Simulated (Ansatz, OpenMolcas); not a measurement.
How methods differ on C3H12GaN (SMILES C[Ga-](C)(C)[NH3+])

C3H12GaN: 17 atoms, total charge 0, spin state singlet. SMILES: `C[Ga-](C)(C)[NH3+]`. Geometry: relaxed at PBE0-D4/def2-TZVP.

Quantity: the vertical energy of the triplet above the singlet, in eV. The values are calculated.

```csv
level,kind,program,value (eV),less CCSD(T)/6-31G*,CPU time (all runs)
SVWN5/6-31G* (spherical functions),LDA,Ansatz,5.83,-0.95,73 s
BLYP/6-31G* (spherical functions),GGA,Ansatz,5.76,-1.02,4 min
PBE/6-31G* (spherical functions),GGA,OpenMolcas,5.87,-0.91,6.4 min
TPSS/6-31G* (spherical functions),meta-GGA,OpenMolcas,6.08,-0.70,11 min
r2SCAN/6-31G* (spherical functions),meta-GGA,OpenMolcas,6.23,-0.55,8.9 min
B3LYP/6-31G* (Cartesian functions),global hybrid,Ansatz,6.17,-0.61,6.1 min
CAM-B3LYP/6-31G* (spherical functions),range-separated hybrid,Ansatz,6.63,-0.15,5.7 min
CCSD(T)/6-31G* (spherical functions),coupled cluster or CI,Ansatz,6.78,0.00,17 min
```

Differences are taken from CCSD(T)/6-31G* (spherical functions) for orientation; it has basis-set and higher-order errors of its own. All-electron rows without a relativistic Hamiltonian named are non-relativistic. The values span 5.76 to 6.78 eV. A triplet this far above the singlet is often a Rydberg-like or dissociative state; sets without diffuse functions put Rydberg states too high. In the correlated wave-function rows the outer d shell of Ga is correlated, in sets not made for it. CPU times are rough (shared hosts, several kinds of processor and program).
